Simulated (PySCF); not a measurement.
Basis-set dependence of population analyses: `BNBNC`

Compound: CH₈B₂N₂.
Bonds: B1–N2, N2–B3, B3–N4, N4–C5. Hydrogens: H6, H7 on B1; H8 on N2; H9 on B3; H10 on N4; H11, H12, H13 on C5.

PBE0 throughout (PySCF), one geometry, spherical d and f functions. Isolated species at its PBE0-D3(BJ)/def2-SVP geometry (one conformer only). Atoms taken as equivalent share a column and are averaged. The first 7 of 10 kinds of atom are listed.

Mulliken charges (e):

```tsv
basis	functions	B1	N2	B3	N4	C5	H6/H7	H8
STO-3G	33	+0.161	-0.441	+0.302	-0.374	-0.145	-0.068	+0.210
6-31G	61	+0.238	-0.762	+0.538	-0.710	-0.317	-0.066	+0.334
pcSseg-0	61	+0.174	-0.882	+0.604	-0.857	-0.405	-0.014	+0.340
6-31G*	86	+0.079	-0.560	+0.318	-0.571	-0.374	-0.041	+0.345
cc-pVDZ	110	-0.087	+0.079	-0.086	-0.080	+0.005	-0.058	+0.100
def2-SVP	110	-0.020	-0.067	-0.038	-0.185	+0.042	-0.055	+0.150
6-311+G(2d,p)	183	+0.011	-0.494	+0.464	-0.404	-0.421	-0.030	+0.266
aug-cc-pVDZ	187	-1.347	+0.038	-0.279	+0.075	+0.768	+0.619	-0.079
def2-TZVP	203	-0.035	-0.296	+0.091	-0.271	-0.267	-0.020	+0.228
IGLO-III	255	+0.258	-0.573	+0.443	-0.311	-0.319	-0.087	+0.218
cc-pVTZ	262	-0.108	-0.050	-0.031	-0.133	-0.191	-0.024	+0.159
```

IAO charges (e):

| basis | functions | B1 | N2 | B3 | N4 | C5 | H6/H7 | H8 |
| --- | --- | --- | --- | --- | --- | --- | --- | --- |
| STO-3G | 33 | +0.042 | -0.407 | +0.161 | -0.318 | -0.304 | -0.018 | +0.230 |
| 6-31G | 61 | +0.008 | -0.437 | +0.160 | -0.375 | -0.318 | -0.008 | +0.277 |
| pcSseg-0 | 61 | -0.002 | -0.411 | +0.145 | -0.358 | -0.302 | -0.011 | +0.271 |
| 6-31G* | 86 | +0.034 | -0.448 | +0.183 | -0.384 | -0.290 | -0.016 | +0.273 |
| cc-pVDZ | 110 | +0.008 | -0.432 | +0.160 | -0.373 | -0.288 | -0.010 | +0.276 |
| def2-SVP | 110 | +0.017 | -0.428 | +0.162 | -0.368 | -0.279 | -0.015 | +0.273 |
| 6-311+G(2d,p) | 183 | +0.019 | -0.451 | +0.172 | -0.396 | -0.299 | -0.010 | +0.283 |
| aug-cc-pVDZ | 187 | +0.014 | -0.445 | +0.166 | -0.392 | -0.298 | -0.009 | +0.282 |
| def2-TZVP | 203 | +0.021 | -0.452 | +0.174 | -0.395 | -0.298 | -0.011 | +0.282 |
| IGLO-III | 255 | +0.019 | -0.453 | +0.173 | -0.397 | -0.300 | -0.010 | +0.284 |
| cc-pVTZ | 262 | +0.019 | -0.451 | +0.173 | -0.393 | -0.299 | -0.011 | +0.282 |

Hirshfeld charges (e):

| basis | functions | B1 | N2 | B3 | N4 | C5 | H6/H7 | H8 |
| --- | --- | --- | --- | --- | --- | --- | --- | --- |
| STO-3G | 33 | +0.110 | -0.172 | +0.143 | -0.153 | +0.032 | -0.083 | +0.113 |
| 6-31G | 61 | +0.102 | -0.198 | +0.129 | -0.162 | -0.040 | -0.067 | +0.132 |
| pcSseg-0 | 61 | +0.108 | -0.195 | +0.131 | -0.152 | -0.043 | -0.071 | +0.131 |
| 6-31G* | 86 | +0.105 | -0.200 | +0.129 | -0.163 | -0.043 | -0.067 | +0.134 |
| cc-pVDZ | 110 | +0.107 | -0.203 | +0.135 | -0.157 | -0.052 | -0.070 | +0.134 |
| def2-SVP | 110 | +0.111 | -0.208 | +0.139 | -0.160 | -0.054 | -0.070 | +0.135 |
| 6-311+G(2d,p) | 183 | +0.125 | -0.232 | +0.155 | -0.182 | -0.058 | -0.066 | +0.131 |
| aug-cc-pVDZ | 187 | +0.119 | -0.228 | +0.154 | -0.180 | -0.065 | -0.064 | +0.131 |
| def2-TZVP | 203 | +0.120 | -0.227 | +0.153 | -0.178 | -0.061 | -0.066 | +0.133 |
| IGLO-III | 255 | +0.121 | -0.230 | +0.155 | -0.181 | -0.065 | -0.064 | +0.131 |
| cc-pVTZ | 262 | +0.119 | -0.224 | +0.152 | -0.174 | -0.061 | -0.067 | +0.133 |

ESP-fitted charges (e):

```tsv
basis	functions	B1	N2	B3	N4	C5	H6/H7	H8
STO-3G	33	+0.143	-0.259	+0.123	-0.165	-0.394	-0.110	+0.204
6-31G	61	+0.294	-0.561	+0.278	-0.393	-0.253	-0.131	+0.323
pcSseg-0	61	+0.294	-0.542	+0.273	-0.349	-0.357	-0.135	+0.313
6-31G*	86	+0.262	-0.519	+0.246	-0.344	-0.290	-0.122	+0.311
cc-pVDZ	110	+0.193	-0.423	+0.165	-0.270	-0.268	-0.106	+0.284
def2-SVP	110	+0.203	-0.422	+0.169	-0.276	-0.254	-0.111	+0.282
6-311+G(2d,p)	183	+0.280	-0.581	+0.260	-0.307	-0.350	-0.118	+0.324
aug-cc-pVDZ	187	+0.277	-0.564	+0.264	-0.291	-0.326	-0.119	+0.314
def2-TZVP	203	+0.271	-0.548	+0.245	-0.292	-0.342	-0.119	+0.315
IGLO-III	255	+0.274	-0.559	+0.258	-0.299	-0.318	-0.118	+0.313
cc-pVTZ	262	+0.257	-0.522	+0.238	-0.283	-0.329	-0.117	+0.305
```

Some averages cover members that differ in this geometry, most widely: H6/H7, Mulliken in aug-cc-pVDZ +0.531 to +0.706; H6/H7, Mulliken in pcSseg-0 -0.035 to +0.008; H6/H7, Mulliken in def2-TZVP -0.040 to -0.001; H6/H7, Mulliken in def2-SVP -0.072 to -0.038 e.

Question: Which scheme is steadiest as the basis changes?

Answer: Largest range over the bases for any column: IAO 0.08 e, Hirshfeld 0.10 e, ESP-fitted 0.32 e, Mulliken 1.61 e. IAO charges move least and Mulliken charges most, counted in e. Without the minimal STO-3G basis the ranges are IAO 0.04, Hirshfeld 0.04, ESP-fitted 0.16, Mulliken 1.61 e.

Question: How much do the charges still move between the two largest bases, IGLO-III and cc-pVTZ?

Answer: At most, over all atoms: Mulliken 0.523 e, IAO 0.004 e, Hirshfeld 0.006 e, ESP-fitted 0.037 e.

Question: What do the same runs give for the total energy, the frontier levels and the dipole moment?

Answer: 
```tsv
basis	energy (Eh)	HOMO (eV)	LUMO (eV)	μ (D)
STO-3G	-199.4677	-5.12	2.94	1.50
6-31G	-201.9136	-6.98	-0.05	1.25
pcSseg-0	-201.5241	-7.22	-0.24	1.43
6-31G*	-201.9598	-6.99	-0.03	1.16
cc-pVDZ	-201.9780	-7.08	-0.29	1.23
def2-SVP	-201.8240	-7.15	-0.32	1.23
6-311+G(2d,p)	-202.0279	-7.25	-0.61	1.13
aug-cc-pVDZ	-201.9908	-7.23	-0.62	1.15
def2-TZVP	-202.0425	-7.24	-0.52	1.12
IGLO-III	-202.0498	-7.24	-0.59	1.13
cc-pVTZ	-202.0395	-7.22	-0.48	1.15
```

The dipole is fixed by the density alone, so its range of 0.38 D shows that the density itself changes with the basis, not only its division among atoms.
